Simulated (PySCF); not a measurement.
An element was calculated at UHF (PySCF 2.14, non-relativistic, a double-zeta basis, no spin-orbit coupling), in the ground configurations that NIST lists.

```
electron affinity          : -1.726 eV
first ionisation energy    : 7.830 eV
second ionisation energy   : 14.397 eV
third ionisation energy    : 31.693 eV
polarisability of the atom : 73.4 bohr³
```

Problem. Which element is it?

Solution. Cobalt (Co, Z = 27), in aug-cc-pVDZ. NIST lists 7.881, 17.084, 33.5 ± 0.06 eV for these ionisation energies.
